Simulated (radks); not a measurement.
Ionisation ladder of hafnium, from Hf VII to Hf XVI. Each ion is in the ground configuration listed by NIST, and IE = E(next ion) - E(this ion). Method: Dirac Kohn-Sham, PBE, spin-unpolarised, spherical densities, finite nucleus; open shells fill j = l - 1/2 first; Fermi nuclear charge, rms radius 5.347 fm; computed with a radial shooting solver on a logarithmic mesh with Libxc functionals.

species           configuration  E (hartree)  IE, Delta-SCF (eV)  -e(HOMO) (eV)   HOMO  IE, NIST (eV)    kind  error (eV)
Hf VII   [Kr] 4d10 4f13 5s2 5p5  -15086.6021              116.71         99.694  4f7/2            118  theory        -1.3
Hf VIII  [Kr] 4d10 4f13 5s2 5p4  -15082.3130              134.28         119.27  4f7/2            137  theory        -2.7
Hf IX    [Kr] 4d10 4f13 5s2 5p3  -15077.3783              152.28         139.52  4f7/2            157  theory        -4.7
Hf X     [Kr] 4d10 4f13 5s2 5p2  -15071.7821              175.10         160.40  4f7/2            187  theory       -11.9
Hf XI    [Kr] 4d10 4f12 5s2 5p2  -15065.3473              204.65         190.08  4f7/2            209  theory        -4.4
Hf XII   [Kr] 4d10 4f12 5s2 5p1  -15057.8267              225.02         213.27  4f7/2            230  theory        -5.0
Hf XIII      [Kr] 4d10 4f12 5s2  -15049.5573              253.40         237.02  4f7/2            270  theory       -16.6
Hf XIV       [Kr] 4d10 4f11 5s2  -15040.2452              302.81         270.03  4f7/2            310  theory        -7.2
Hf XV        [Kr] 4d10 4f11 5s1  -15029.1170              325.46         295.97  4f7/2            334  theory        -8.5
Hf XVI           [Kr] 4d10 4f11  -15017.1565              340.29         322.40  4f7/2            359  theory       -18.7

Reference values: NIST Atomic Spectra Database (exp. = measured, semi-emp. = semi-empirical, theory = theoretical value adopted there). The ionisation energy per charge of the ion left behind rises most, in proportion, at Hf XIV ([Kr] 4d10 4f11 5s2), from 19.492 to 21.629 eV. Spin polarisation and multiplet splitting are left out, so open shells lie too high by an amount that depends on their filling.

Beside tabulated values, note that spin-unpolarised runs miss the spin-polarisation part of the exchange energy of open shells.
